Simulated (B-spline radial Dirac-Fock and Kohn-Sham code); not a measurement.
f′ and f″ of Ir, 7.574 keV to 72.07 keV

These are calculated numbers from a B-spline atomic structure program; the model is the dispersion relation over Dirac-Hartree-Slater subshell photoionisation cross sections, with the Kissel-Pratt high-energy constant (isolated atom, no bound-bound lines or fine structure). The forward scattering factor is f₀ + f′ + i f″.

Edges near this range: K 76111.0 eV, L1 13419.0 eV, L2 12824.0 eV, L3 11215.0 eV.

```tsv
hν (eV)	λ (Å)	f′ (e)	f″ (e)	tabulated f′	tabulated f″
7574	1.637	-4.441	7.400	-4.48	7.08
7662	1.618	-4.490	7.267	-4.52	6.96
8047.8	1.541	-4.725	6.728	-4.75	6.47
9251.7	1.340	-5.738	5.396	-5.82	5.24
10570	1.173	-8.020	4.359	-8.14	4.18
11620	1.067	-8.878	9.647	-9.03	9.51
11910	1.041	-7.994	9.259	-8.12	9.12
12000	1.033	-7.842	9.143	-7.97	9.00
14900	0.8321	-3.219	10.347	-3.28	10.20
15000	0.8266	-3.097	10.240	-3.15	10.09
17430	0.7113	-1.403	8.080	-1.43	7.93
17479.3	0.7093	-1.383	8.043	-1.41	7.89
21450	0.5780	-0.576	5.774	-0.61	5.67
21740	0.5703	-0.553	5.649	-0.58	5.55
22162.9	0.5594	-0.523	5.472	-0.55	5.38
24209.8	0.5121	-0.443	4.729	-0.47	4.66
30000	0.4133	-0.496	3.302	-0.52	3.23
38240	0.3242	-0.767	2.182	-0.79	2.11
40000	0.3100	-0.830	2.019	-0.85	1.95
52700	0.2353	?	?	?	?
72070	0.1720	-2.581	0.719	-2.57	0.71
```

Q: What are f′ and f″ at 52700 eV?

A: f′ = -1.291 and f″ = 1.249 electrons (tables: -1.31 and 1.22). By the optical theorem f″ corresponds to a photoabsorption cross section 2 rₑ λ f″ = 1660 b.

Tabulated f′: xraylib 4.2 anomalous scattering factors (Cullen et al., EPDL97); f″: Chantler's tables (J. Phys. Chem. Ref. Data 1995 and 2000). Both are theoretical tables.
